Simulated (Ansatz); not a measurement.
Li4S2, 6 atoms. Hardware: 4 threads of Arm Neoverse V1 on a shared host.

Correlated methods freeze 10 core orbitals; core or outer-core shells of Li are correlated, in sets that lack core-valence functions.

Q: How many basis functions does each of these Ansatz runs have, and roughly what does it cost? PBE-D4/def2-TZVP, charge 1 doublet at the geometry of the charge 0 singlet, energy, from earlier orbitals; LDA (SPW92)/def2-TZVP, charge 0 singlet, energy, from earlier orbitals; PBE-D4/def2-TZVP, charge 0 triplet at the geometry of the charge 0 singlet, energy, from earlier orbitals; PBE0-D4/def2-TZVPD, charge 0 singlet, energy, from earlier orbitals; PBE-D4/def2-TZVPD, charge -1 doublet at the geometry of the charge 0 singlet, energy, from earlier orbitals; PBE0-D4/def2-TZVP, charge 1 doublet at the geometry of the charge 0 singlet, energy, from earlier orbitals; PBE0-D4/def2-TZVP, charge 0 singlet, relaxation, 5 steps; ωB97M-V/def2-TZVP, charge 0 singlet, energy, from earlier orbitals; CCSD(T)/def2-TZVPP, charge 1 doublet at the geometry of the charge 0 singlet, energy, from earlier orbitals; PBE-D4/def2-TZVPD, charge 0 singlet, energy, from earlier orbitals; B2PLYP/def2-TZVP, charge 0 singlet, energy, from earlier orbitals; r2SCAN-D4/def2-TZVPD, charge 0 singlet, energy, from earlier orbitals.

A: Other jobs shared the machine, so times can vary by a factor of up to 3. A dash marks memory too small to be measured apart from the calling script's.

| run | functions | fitting or Cholesky vectors | wall time | peak host memory (GiB) |
| --- | --- | --- | --- | --- |
| LDA (SPW92)/def2-TZVP, charge 0 singlet, energy, from earlier orbitals | 130 | 1038 | 0.71 s | – |
| PBE-D4/def2-TZVPD, charge 0 singlet, energy, from earlier orbitals | 160 | 1246 | 1.7 s | – |
| PBE0-D4/def2-TZVPD, charge 0 singlet, energy, from earlier orbitals | 160 | 1290 | 2 s | – |
| B2PLYP/def2-TZVP, charge 0 singlet, energy, from earlier orbitals | 130 | 1034 | 2.4 s | – |
| PBE-D4/def2-TZVP, charge 1 doublet at the geometry of the charge 0 singlet, energy, from earlier orbitals | 130 | 1038 | 2.6 s | – |
| PBE-D4/def2-TZVPD, charge -1 doublet at the geometry of the charge 0 singlet, energy, from earlier orbitals | 160 | 1246 | 3.2 s | – |
| PBE-D4/def2-TZVP, charge 0 triplet at the geometry of the charge 0 singlet, energy, from earlier orbitals | 130 | 1038 | 3.2 s | – |
| r2SCAN-D4/def2-TZVPD, charge 0 singlet, energy, from earlier orbitals | 160 | 1246 | 3.7 s | – |
| PBE0-D4/def2-TZVP, charge 1 doublet at the geometry of the charge 0 singlet, energy, from earlier orbitals | 130 | 1058 | 5.5 s | – |
| ωB97M-V/def2-TZVP, charge 0 singlet, energy, from earlier orbitals | 130 | 1044 | 5.5 s | – |
| PBE0-D4/def2-TZVP, charge 0 singlet, relaxation, 5 steps | 130 | 1058 | 6.5 s | – |
| CCSD(T)/def2-TZVPP, charge 1 doublet at the geometry of the charge 0 singlet, energy, from earlier orbitals | 160 | 1062 | 72 s | 2.9 |
